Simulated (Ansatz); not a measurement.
Input file for `F[SiH](Cl)[SiH2]Cl`:

```yaml
crystal:
  periodic: [false, false, false]
  atoms:
    - {symbol: F, position_ang: [-2.031155, 0.156938, 1.010480]}
    - {symbol: Si, position_ang: [-0.456281, 0.402743, 1.006247]}
    - {symbol: Cl, position_ang: [0.368591, -0.683360, 2.533060]}
    - {symbol: Si, position_ang: [0.464562, -0.384103, -0.997503]}
    - {symbol: Cl, position_ang: [-0.279037, 0.742340, -2.551319]}
    - {symbol: H, position_ang: [-0.225123, 1.837852, 1.283919]}
    - {symbol: H, position_ang: [1.939909, -0.232679, -0.967478]}
    - {symbol: H, position_ang: [0.103433, -1.805230, -1.217406]}
basis:
  gaussian: {orbitals: def2-TZVPP}
correlation: {method: ccsd_t}
```

```sh
$ ansatz run in.yaml --threads 4 --pin off --events-out ev --progress --plain --max-ram 10444MiB
```

Output of Ansatz, abridged:

```
Functional definition: HF
  name "HF"
  cite "Fock, Z. Phys. 61, 126 (1930) doi:10.1007/BF01340294"
  parent pbe
  exchange = exact_x
  correlation = 0
1425 factors; integrals over basis functions are off by at most 9.9e-4 eV
mean field evaluation 1: about -43489.6230 eV, gradient 3.1e1 eV
mean field evaluation 2: about -43489.9322 eV, gradient 3.1e1 eV
mean field evaluation 4: about -43492.3632 eV, gradient 3.0e0 eV
mean field evaluation 8: about -43492.4196 eV, gradient 2.5e-1 eV
mean field evaluation 16: about -43492.4198 eV, gradient 1.5e-6 eV
mean field -43492.41983902 eV, -1598.3169488629 hartree, gradient 1.5e-6 eV, S^2 0.000000; 0 other end points of the search recorded, 0 dependent functions left out
21 core orbitals not correlated: weight in the atoms' cores, before any rotation towards them, 1.000 or more for the frozen orbitals, at most 0.000 for the correlated occupied ones
reference -43492.41983902 eV, -1598.3169488629 hartree; 16, 16 occupied and 204, 204 virtual orbitals, 1425 factors
second order -23.42111748 eV of doubles, -0.00000000 eV of singles
cycle   1  -24.36171570 eV  change   -9.4e-1 eV  update   1.0e-1
cycle   2  -24.90580301 eV  change   -5.4e-1 eV  update   3.0e-2
cycle   3  -25.02411223 eV  change   -1.2e-1 eV  update   1.5e-2
cycle   4  -25.01241152 eV  change    1.2e-2 eV  update   3.3e-3
cycle   5  -25.00961645 eV  change    2.8e-3 eV  update   1.4e-3
cycle   6  -25.01006604 eV  change   -4.5e-4 eV  update   4.0e-4
cycle   7  -25.00990036 eV  change    1.7e-4 eV  update   1.4e-4
cycle   8  -25.00986402 eV  change    3.6e-5 eV  update   4.2e-5
cycle   9  -25.00988724 eV  change   -2.3e-5 eV  update   1.8e-5
perturbative correction -0.93500155 eV, -0.0343606734 hartree
Total energy: -43518.36472781 eV, -1599.2704059400 hartree
```

Run time 60 s (4 threads of an Intel Xeon Platinum 8375C on a shared host); peak host memory 4.2 GiB.

MP2 recovers 90.3 % of the CCSD(T) correlation energy and the triples give 3.6 %; T1 = 0.0108.
